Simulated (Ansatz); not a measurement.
Relaxation of CH4BFSi (8 atoms, charge 0, multiplicity 1), to a largest force component of 0.02 eV/Å in at most 50 steps.

Method: Ansatz 0.2.0, RKS BHLYP/def2-mTZVP.

```xyz
8
Properties=species:S:1:pos:R:3
B -0.826 1.418 -0.565
Si -0.053 -0.304 -0.307
C 0.910 -1.079 0.952
F -0.349 -1.321 -1.553
H -1.444 1.702 -1.519
H -0.690 2.244 0.254
H 1.251 -2.099 0.888
H 1.202 -0.562 1.849
```

Problem. Where does it end, and by what steps?

Solution. The forces met the threshold. After 6 steps the energy has fallen by 0.192 eV; H8 moved furthest, 0.27 Å.

```csv
step,energy less start (eV),largest force component (eV/Å),accepted
0,0.0000,2.942,yes
1,-0.1387,1.449,yes
2,-0.1842,0.139,yes
3,-0.1874,0.127,yes
4,-0.1908,0.154,yes
5,-0.1917,0.087,yes
6,-0.1920,0.009,yes
```

```xyz
8
Properties=species:S:1:pos:R:3
B -0.788 1.381 -0.519
Si -0.056 -0.440 -0.407
C 0.860 -1.022 0.899
F -0.361 -1.408 -1.637
H -1.422 1.758 -1.437
H -0.568 2.107 0.385
H 1.271 -2.011 0.987
H 1.064 -0.365 1.728
```

Whether the end is a true minimum wasn't checked by a vibrational analysis.

The run took 18 s on 2 threads of Arm Neoverse V1 (shared host), peak memory 0.17 GiB.
